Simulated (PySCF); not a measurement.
Simulated outer-valence photoelectron spectrum of `BN(B)C`. Computed with EOM-IP-CCSD/aug-cc-pVDZ in PySCF, restricted Hartree–Fock reference, 4 core orbitals frozen, non-relativistic, gas phase, PBE0-D3(BJ)/def2-SVP geometry.

Each root has a Gaussian of 0.8 eV full width with its one-hole share as area; cross sections and vibrations are left out, and the highest printed point is 100.

```json
{"ionisation energy (eV)": "9.6", "intensity": "0"}
{"ionisation energy (eV)": "9.8", "intensity": "1"}
{"ionisation energy (eV)": "10.0", "intensity": "3"}
{"ionisation energy (eV)": "10.2", "intensity": "9"}
{"ionisation energy (eV)": "10.4", "intensity": "22"}
{"ionisation energy (eV)": "10.6", "intensity": "38"}
{"ionisation energy (eV)": "10.8", "intensity": "45"}
{"ionisation energy (eV)": "11.0", "intensity": "42"}
{"ionisation energy (eV)": "11.2", "intensity": "38"}
{"ionisation energy (eV)": "11.4", "intensity": "42"}
{"ionisation energy (eV)": "11.6", "intensity": "53"}
{"ionisation energy (eV)": "11.8", "intensity": "63"}
{"ionisation energy (eV)": "12.0", "intensity": "67"}
{"ionisation energy (eV)": "12.2", "intensity": "66"}
{"ionisation energy (eV)": "12.4", "intensity": "63"}
{"ionisation energy (eV)": "12.6", "intensity": "60"}
{"ionisation energy (eV)": "12.8", "intensity": "55"}
{"ionisation energy (eV)": "13.0", "intensity": "43"}
{"ionisation energy (eV)": "13.2", "intensity": "26"}
{"ionisation energy (eV)": "13.4", "intensity": "12"}
{"ionisation energy (eV)": "13.6", "intensity": "4"}
{"ionisation energy (eV)": "13.8", "intensity": "3"}
{"ionisation energy (eV)": "14.0", "intensity": "8"}
{"ionisation energy (eV)": "14.2", "intensity": "24"}
{"ionisation energy (eV)": "14.4", "intensity": "52"}
{"ionisation energy (eV)": "14.6", "intensity": "83"}
{"ionisation energy (eV)": "14.8", "intensity": "100"}
{"ionisation energy (eV)": "15.0", "intensity": "97"}
{"ionisation energy (eV)": "15.2", "intensity": "80"}
{"ionisation energy (eV)": "15.4", "intensity": "57"}
{"ionisation energy (eV)": "15.6", "intensity": "34"}
{"ionisation energy (eV)": "15.8", "intensity": "16"}
{"ionisation energy (eV)": "16.0", "intensity": "9"}
{"ionisation energy (eV)": "16.2", "intensity": "12"}
{"ionisation energy (eV)": "16.4", "intensity": "24"}
{"ionisation energy (eV)": "16.6", "intensity": "38"}
{"ionisation energy (eV)": "16.8", "intensity": "43"}
{"ionisation energy (eV)": "17.0", "intensity": "34"}
{"ionisation energy (eV)": "17.2", "intensity": "19"}
{"ionisation energy (eV)": "17.4", "intensity": "8"}
{"ionisation energy (eV)": "17.6", "intensity": "2"}
{"ionisation energy (eV)": "17.8", "intensity": "0"}
```

Q: Where are the maxima, and how many lines lie under the curve?

A: 4 maxima, at 10.8, 12.1, 14.9 and 16.8 eV, from 8 lines. At this width some lines have no maximum of their own.

Q: List the lines with their holes.

A: 
```
E (eV)  leading hole (HF orbital)  area  Koopmans (eV)
 10.80                       HOMO  0.95          11.55
 11.69                     HOMO-1  0.96          12.40
 12.23                     HOMO-2  0.95          13.01
 12.84                     HOMO-3  0.95          13.93
 14.68                     HOMO-4  0.94          15.71
 14.82                     HOMO-5  0.94          15.86
 15.29                     HOMO-6  0.95          16.39
 16.77                     HOMO-7  0.92          18.20
```

The widest gap, 1.84 eV, lies between 12.84 and 14.68 eV. Only orbitals with −ε under 21 eV, eight at most, were ionised, so the high end of the curve may lack lines.
